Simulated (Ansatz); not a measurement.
Consider the ligand exchange at the Sn–S bond: `[SiH3][SnH2][SH]` + CH₃NH₂ → `C[NH][SnH2][SiH3]` + H₂S.

Gas-phase electronic energies from Ansatz, PBE0-D4/def2-TZVP geometries. CBS: MP2 limit from def2 TZ/QZ plus the TZ coupled-cluster correction, frozen cores. This one scheme is used for every species. Functionals use def2-TZVPP. def2 core potentials past Kr. For Sn outer-core shells are correlated without core-valence functions, which leaves a few kJ/mol of doubt a bond. Each species was taken in one conformer, which may not be the lowest.

`[SiH3][SnH2][SH]`:

```xyz
9

Si    1.477   -0.415    0.791
Sn   -0.427    0.362   -0.734
S    -2.459   -0.146    0.467
H     1.404    0.310    2.085
H     2.782   -0.130    0.140
H     1.356   -1.876    1.031
H    -0.472   -0.464   -2.231
H    -0.396    2.043   -1.047
H    -3.266    0.315   -0.503
```

CH₃NH₂:

```xyz
7

C    -0.125    0.517    0.200
N     0.234   -0.877    0.005
H    -0.336    1.082   -0.720
H     0.684    1.029    0.726
H    -1.009    0.578    0.838
H     1.059   -0.956   -0.576
H    -0.507   -1.373   -0.473
```

`C[NH][SnH2][SiH3]`:

Z-matrix (Å, degrees):
```
C
N 1 1.451
H 1 1.095 2 110.2
H 1 1.094 2 109.6 3 117.1
H 1 1.101 2 115.3 3 -121.8
Sn 2 2.035 1 117.9 3 -171.4
H 2 1.011 1 110.9 3 57.6
Si 6 2.578 2 112.4 1 -55.5
H 6 1.710 2 104.8 1 65.0
H 6 1.709 2 105.5 1 -177.9
H 8 1.488 6 110.2 2 -63.2
H 8 1.488 6 111.1 2 176.5
H 8 1.488 6 110.1 2 56.3
```

H₂S:

Z-matrix (Å, degrees):
```
S
H 1 1.341
H 1 1.341 2 92.3
```

```csv
level,ΔE (kcal/mol)
ωB97X-V,17.6
ωB97M-V,18.0
r2SCAN,18.5
CCSD/def2-TZVPP,16.9
CCSD(T)/def2-TZVPP,16.4
HF/def2-QZVPP,20.2
HF/CBS(def2),20.2
CCSD/CBS(def2),17.9
```

Question: What does CCSD(T)/CBS give? (An estimate is asked.)

Answer: Ansatz gave: +17.4 kcal/mol. The listed levels differ from it by 0.2, 0.6, 1.1, -0.5, -1.0, 2.8, 2.8, 0.5 kcal/mol.

Largest T1 diagnostic among the species: 0.013.

The D4 term adds −0.9 kcal/mol with B3LYP and −0.6 kcal/mol with PBE0; it sums over pairs of atoms, weighted by their polarisabilities, and B3LYP, whose exchange is more repulsive, gets the larger term. In def2-TZVPP, CCSD(T) changes the Hartree–Fock value by −3.9 kcal/mol (the triples alone add −0.5 kcal/mol) and MP2 by −3.3 kcal/mol. From PBE to PBE0 (25 % exact exchange), in def2-TZVPP and without D4, ΔE moves by +1.0 kcal/mol.

B3LYP here is the variant with VWN-RPA as its local correlation; programs differ in this.
